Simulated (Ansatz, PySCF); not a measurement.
C₃H₇ClOSi, SMILES O[Si@@H](C(=C)Cl)C. Atoms are numbered in the order given.

```xyz
13

C      1.6121    -0.1805     1.2722
C      0.8443    -0.1314     0.1831
Cl     1.4344    -0.7220    -1.3571
Si    -0.9237     0.5092     0.1105
C     -2.0692    -0.8958    -0.3029
O     -1.3370     1.1100     1.6159
H      1.2061     0.1865     2.2201
H      2.6314    -0.5800     1.2590
H     -0.9660     1.5902    -0.9185
H     -3.1009    -0.5449    -0.4584
H     -1.7256    -1.3994    -1.2201
H     -2.0696    -1.6323     0.5161
H     -1.0033     1.9839     1.8410
```
Charge 0, spin multiplicity 1.

Geometry: ωB97X-D3(BJ)/def2-SVP. The structure was generated by enumeration; whether it is a known compound was not checked. Other conformers were not sampled.

Two levels are set side by side: PBE-D3(BJ)/def2-SVP (Ansatz, an electronic-structure program) and ωB97X-D3(BJ)/def2-SVP (PySCF). Each level has its own optimised geometry; the coordinates shown are those of the second. Frequencies come from the Hessian of PySCF at each geometry. Differences are taken from unrounded values.

```csv
quantity,ωB97X-D3(BJ)
mean bond length (Å),1.371
bond C1–C2 (Å),1.333
bond C2–Cl3 (Å),1.752
bond C2–Si4 (Å),1.882
bond Si4–C5 (Å),1.859
bond Si4–O6 (Å),1.673
bond C1–H7 (Å),1.095
bond C1–H8 (Å),1.095
bond Si4–H9 (Å),1.493
bond C5–H10 (Å),1.101
bond C5–H11 (Å),1.101
bond C5–H12 (Å),1.101
bond O6–H13 (Å),0.962
highest harmonic wavenumber (cm⁻¹),3940
mean harmonic wavenumber (cm⁻¹),1251
zero-point energy (kcal/mol),59.04
```

Task: What does PBE-D3(BJ) give, and how far is it from ωB97X-D3(BJ)? (An estimate is asked for; the answer gives what the named calculation found.)

Result: 
```
quantity                            PBE-D3(BJ)  PBE-D3(BJ) minus ωB97X-D3(BJ)
----------------------------------  ----------  -----------------------------
mean bond length (Å)                     1.381                          0.010
bond C1–C2 (Å)                           1.345                          0.012
bond C2–Cl3 (Å)                          1.765                          0.013
bond C2–Si4 (Å)                          1.893                          0.011
bond Si4–C5 (Å)                          1.869                          0.010
bond Si4–O6 (Å)                          1.688                          0.015
bond C1–H7 (Å)                           1.102                          0.008
bond C1–H8 (Å)                           1.102                          0.007
bond Si4–H9 (Å)                          1.507                          0.014
bond C5–H10 (Å)                          1.108                          0.007
bond C5–H11 (Å)                          1.108                          0.007
bond C5–H12 (Å)                          1.109                          0.007
bond O6–H13 (Å)                          0.973                          0.011
highest harmonic wavenumber (cm⁻¹)        3768                           -172
mean harmonic wavenumber (cm⁻¹)           1200                            -51
zero-point energy (kcal/mol)             56.63                          -2.41
```

GGA bonds tend to be longer and softer than those of functionals with exact exchange. Differences between two approximate levels are no errors against the true value.
